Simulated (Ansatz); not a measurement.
C₂H₁₀AsBO, relaxed with RKS PBE0-D4/def2-TZVP in Ansatz from a PBE-D4/def2-SVP geometry. The force threshold is 0.005 eV/Å; the program also tests the step.

Charge 0, multiplicity 1. The bonds changed during the relaxation, so this is another structure than the one it started from.

Start:

```xyz
15

C     0.812   -1.775    0.485
B    -0.119   -0.849   -0.404
C     0.388   -0.185   -1.746
O    -1.419   -0.584   -0.040
As   -0.240    2.194    1.317
H     1.603   -1.147    0.951
H     1.348   -2.527   -0.133
H     0.290   -2.312    1.305
H    -0.336    0.534   -2.176
H     1.363    0.329   -1.601
H     0.578   -0.976   -2.506
H    -1.660   -1.044    0.785
H    -0.135    3.632    1.867
H    -0.821    2.691   -0.016
H    -1.650    2.020    1.913
```

(1) How much energy does the relaxation release, and in how many steps? (An estimate is asked.)

(2) Which bonds change most? (An estimate is asked.)

(3) Give the relaxed structure. (Estimate.)

Answers

(1) Ansatz gave: 4.99 kJ/mol, in 18 steps, 2 of them rejected.

(2) The calculation gave: As5–H13 from 1.544 to 1.523 Å; As5–H15 from 1.540 to 1.520 Å; As5–H14 from 1.537 to 1.519 Å; C1–H7 from 1.111 to 1.093 Å.

(3) Ansatz gave: 
```xyz
15

C     0.808   -1.775    0.484
B    -0.133   -0.884   -0.409
C     0.377   -0.178   -1.714
O    -1.443   -0.687   -0.073
As   -0.210    2.245    1.272
H     1.472   -1.114    1.054
H     1.461   -2.413   -0.117
H     0.283   -2.407    1.207
H    -0.331    0.552   -2.110
H     1.342    0.311   -1.556
H     0.548   -0.933   -2.492
H    -1.698   -1.164    0.720
H    -0.061    3.667    1.794
H    -0.860    2.713   -0.018
H    -1.554    2.067    1.959
```
